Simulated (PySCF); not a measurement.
Computed with PBE-D3(BJ)/def2-TZVP // PBE-D3(BJ)/def2-SVP run with PySCF. All species are isolated molecules in the gas phase. One relaxed conformer stands for a flexible species; it need not be the lowest. Excitations are Tamm–Dancoff values on a coarser integration grid. The basis has no diffuse functions, so Rydberg states are missing or too high.

Reference species (SMILES): `Bc1c([SiH3])ccc2cccnc12` (neutral, multiplicity 1).

The HOMO–LUMO gap is 2.53 eV, the S1 oscillator strength comes out as 0.000 and the T1 excitation (TDA) is 2.46 eV.

Changed species: `Bc1cc([SiH3])c2ccccc2n1`.

Q: What does the change do to the HOMO–LUMO gap, S1 oscillator strength and T1 excitation (TDA)?

A: the HOMO–LUMO gap falls by 0.14 eV, to 2.39 eV; the S1 oscillator strength is nearly the same; the T1 excitation (TDA) falls by 0.29 eV, to 2.17 eV.
